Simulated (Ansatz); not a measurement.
A nudged elastic band was laid between two geometries of C$_{2}$H$_{7}$BO (11 atoms, charge 0, multiplicity 1).

Level of theory: RKS PBE-D4/def2-SVP in Ansatz.

```json
{"movable images": "7", "climbing image": "yes", "spring": "5.0 eV/Å²", "optimiser": "quadratic models (default)", "start path": "through a guess of the saddle point", "force threshold": "0.03 eV/Å", "iteration limit": "60", "end points": "relaxed"}
```

Image 0:

```xyz
11
Properties=species:S:1:pos:R:3
B -0.211 0.136 -0.316
C 0.929 0.857 0.522
O -0.812 0.748 -1.386
H -0.451 1.640 -1.541
C -0.706 -1.324 0.034
H 1.863 0.254 0.492
H 0.647 0.910 1.595
H 1.180 1.885 0.185
H -1.032 -1.391 1.094
H 0.131 -2.049 -0.065
H -1.538 -1.666 -0.613
```

Image 8:

```xyz
11
Properties=species:S:1:pos:R:3
B -1.243 -0.454 -1.123
C 1.241 1.418 0.535
O -1.492 0.420 -1.934
H 0.592 1.635 -0.334
C -0.931 -1.558 -0.100
H 1.844 0.513 0.333
H 0.617 1.254 1.434
H 1.919 2.274 0.714
H -1.034 -1.168 0.932
H 0.108 -1.922 -0.231
H -1.623 -2.414 -0.224
```

Question: Which bonds break or form, and what moves?

Answer: Bonds broken: B1–C2, O3–H4. Bonds formed: C2–H4. C2H7BO becomes CH3BO + CH4.

Question: What energy profile does the band end with?

Answer: The run converged. The highest image is number 3 of 0 to 8, 2.30 eV above the first end and 1.98 eV above the last; the last end lies 0.32 eV above the first. A vibrational analysis at the climbing image gives one clearly imaginary mode, 1430i cm⁻¹: a first-order saddle point. The orbitals stay closed-shell, which can raise the energy where a bond breaks towards radicals; this wasn't checked here.

| image | path coordinate (Å) | energy (eV) | B1–C2 (Å) | O3–H4 (Å) | C2–H4 (Å) |
| --- | --- | --- | --- | --- | --- |
| 0 | 0.00 | 0.00 | 1.59 | 0.97 | 2.60 |
| 1 | 0.45 | 0.20 | 1.59 | 0.98 | 2.19 |
| 2 | 0.90 | 1.12 | 1.67 | 1.03 | 1.74 |
| 3 | 1.35 | 2.30 | 1.87 | 1.37 | 1.35 |
| 4 | 1.80 | 1.44 | 2.23 | 1.75 | 1.14 |
| 5 | 2.25 | 0.74 | 2.62 | 2.01 | 1.10 |
| 6 | 2.70 | 0.43 | 2.95 | 2.26 | 1.10 |
| 7 | 3.15 | 0.33 | 3.27 | 2.57 | 1.11 |
| 8 | 3.60 | 0.32 | 3.52 | 2.90 | 1.11 |

Question: What is the geometry of the highest image?

Answer: 
```xyz
11
Properties=species:S:1:pos:R:3
B -0.465 0.078 -0.560
C 0.884 0.987 0.368
O -0.898 0.859 -1.505
H 0.102 1.321 -0.684
C -0.727 -1.354 0.026
H 1.724 0.277 0.255
H 0.479 0.974 1.397
H 1.296 2.008 0.193
H -1.052 -1.312 1.086
H 0.181 -1.990 -0.011
H -1.525 -1.848 -0.564
```

Question: What are the harmonic wavenumbers there?

Answer: 1430i, 99, 223, 279, 366, 395, 454, 636, 741, 827, 832, 952, 1106, 1188, 1255, 1361, 1372, 1377, 1389, 1626, 2051, 2962, 2976, 3062, 3063, 3081, 3125 cm⁻¹.

Run time: 36 s on 2 threads of AMD EPYC 9R45 96-Core Processor (Zen 5), with other jobs on the host, peak memory 0.14 GiB.
